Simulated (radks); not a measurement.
Species: Fe I. Configuration: [Ar] 3d5.5 4s2 4p0.5 (fractional occupations, a model configuration).

Method: scalar-relativistic Kohn-Sham, LDA (Slater exchange, Perdew-Wang correlation), spin-unpolarised, spherical densities, point nucleus; computed with a radial shooting solver on a logarithmic mesh with Libxc functionals.

Energy parts (eV):
| part | energy |
|---|---|
| total | -34559.832 |
| kinetic | 34957.176 |
| electron-nucleus | -82619.378 |
| Hartree | 14546.854 |
| exchange-correlation | -1444.484 |

Orbitals (lengths in bohr, moments of r in powers of bohr; <r^-3> diverges for s and p1/2; r(max) is where P^2 peaks; r(90%) holds 90 % of the orbital's charge):
| orbital | occ. | eigenvalue (eV) | r(90%) | r(max) | <r^-3> | <1/r> |
|---|---|---|---|---|---|---|
| 1s | 2 | -6987.035 | 0.105 | 0.03834 | - | 25.93 |
| 2s | 2 | -822.0078 | 0.415 | 0.2228 | - | 5.546 |
| 2p | 6 | -702.0708 | 0.387 | 0.1798 | 479.8 | 5.449 |
| 3s | 2 | -97.2033 | 1.21 | 0.7003 | - | 1.752 |
| 3p | 6 | -63.5313 | 1.32 | 0.7112 | 60.86 | 1.615 |
| 3d | 5.5 | -10.9530 | 1.88 | 0.7006 | 5.209 | 1.245 |
| 4s | 2 | -6.6058 | 4.30 | 2.307 | - | 0.4632 |
| 4p | 0.5 | -2.1266 | 6.30 | 3.060 | 2.358 | 0.3273 |

The highest occupied level is 4p at -2.127 eV. The density falls to 0.001 e/bohr^3 at r = 4.59 bohr.
